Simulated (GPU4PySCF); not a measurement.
Vertical excitations of a molecule C13H10 from GPU4PySCF with TDDFT-ωB97X/def2-SVPD, as energy in eV (oscillator strength): 4.94 (0.277), 5.17 (0.141), 5.25 (0.004), 6.27 (0.002), 6.29 (0.040), 6.64 (1.092), 6.81 (0.619), 6.95 (0.000), 7.27 (0.016), 7.47 (0.029), 7.55 (0.014), 7.59 (0.003). Lowest triplet (TDA): 3.53 eV. The structure is a stationary point at B3LYP-D3(BJ)/def2-TZVP. Other conformers were not sampled.

Task: Which structure fits?
A. c1ccc2c(c1)Cc1ccccc1-2
B. C#CC1=C(c2ccccc2)CC=C1
C. C#CC1=CCC=C1c1ccccc1
D. C#CC1=CC(c2ccccc2)=CC1

Result: A, c1ccc2c(c1)Cc1ccccc1-2
